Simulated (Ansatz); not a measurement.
Species: InCl2, net charge -1, singlet state. 
Structure (B3LYP-D3(BJ)/def2-TZVP (Ansatz, an electronic-structure program) minimum search):
```xyz
3

In     0.6735     0.0382    -0.0803
Cl    -1.2140     1.4063    -1.2300
Cl    -0.7273    -1.5164     1.4616
```
Charge -1, spin multiplicity 1.

Basis-set convergence of Hartree-Fock and CCSD(T) correlation energies (hartree) with Ansatz. Valence correlation only, unless marked. No spin-orbit coupling. The frozen core is the preceding noble-gas configuration, with the filled d and f shells of earlier blocks. Past Kr the def2 sets carry scalar-relativistic core potentials. This anion needs diffuse functions, which these sets lack.

```
basis       functions        E(HF)  E(corr, CCSD(T))
----------  ---------  -----------  ----------------
def2-SVP           62  -1108.09555          -0.34571
def2-TZVPP        134  -1108.42480          -0.49910
def2-QZVPP        222   (withheld)        (withheld)
```

What belongs in the gaps?


- def2-QZVPP, E(HF): -1108.45355
- def2-QZVPP, E(corr, CCSD(T)): -0.54811
